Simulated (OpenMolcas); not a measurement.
# Ni: the spin-orbit constant, Racah parameters, worked from levels

```yaml
Program: OpenMolcas
Basis: ANO-RCC-VQZP [7s6p4d3f2g1h]
Scalar_Hamiltonian: DKH2, point nucleus
Active_space: 8 electrons in 5 orbitals (3d)
State_averaging: 2S+1 = 3 even, 10 roots; 2S+1 = 1 even, 15 roots (14 in the spin-orbit step)
Spin-orbit_coupling: RASSI with atomic mean-field integrals over the reference wave functions, term energies averaged over their components
```

Methods: CASSCF; SS-CASPT2, IPEA 0.25 Eh, imaginary shift 0.1 Eh (closed shells correlated: 3s 3p 4s).

**The spin-orbit constant.** For the Hund term ³F of d8, E(J) = (A/2) J(J+1) + constant and ζ = -2S·A = -2A. From J = 2 to J = 4 the energy changes by 7 A.

```csv
Source,E(4) - E(2),A,ζ
CASSCF,-2258.9,-322.7,645
SS-CASPT2,-2233.4,-319.1,638
```

All in cm-1. Both methods take the spin-orbit matrix elements from the reference wave functions, so the second can move ζ only through the term energies and any multistate remixing. Second-order mixing with other terms is absorbed into this ζ.

**Racah parameters.** Above ³F, d8 has ³P at 15B, ¹G at 12B + 2C and ¹D at 5B + 2C. The first two fix B and C, and the third tests them; where it misses by thousands of cm-1, two parameters do not describe the configuration (Trees and configuration-interaction terms are left out) and B and C hang on the terms chosen. Term energies are centres of gravity, weighted by 2J + 1.

| Source | ³P | ¹G | B | C | C/B | ¹D from B, C | ¹D found |
| --- | --- | --- | --- | --- | --- | --- | --- |
| CASSCF | 19531 | 24973 | 1302 | 4674 | 3.59 | 15858 | 15754 |
| SS-CASPT2 | 15399 | 21015 | 1027 | 4348 | 4.23 | 13831 | 11604 |

Energies in cm-1. From CASSCF to SS-CASPT2, B changes by -21.1 % and C by -7.0 %.

Term energies are means over components that CASPT2 splits; among the terms shown or strongly mixed into the levels shown the widest spread is 1400 cm-1 (3d⁸ 4s² ³F, SS-CASPT2). Some high roots are left out of the spin-orbit mixing, which shifts the levels that they would mix with. With the s shell closed, the reference lacks s² → p², s² → d² and s → d mixing, so excited terms can stand far too high and out of order, with CASPT2 too. Without dynamic correlation excited terms often stand tens of per cent too high (terms of higher spin than the ground term too low), and those without a measured partner can miss by more than the paired ones (holds for CASSCF). Only configurations of the active space appear.
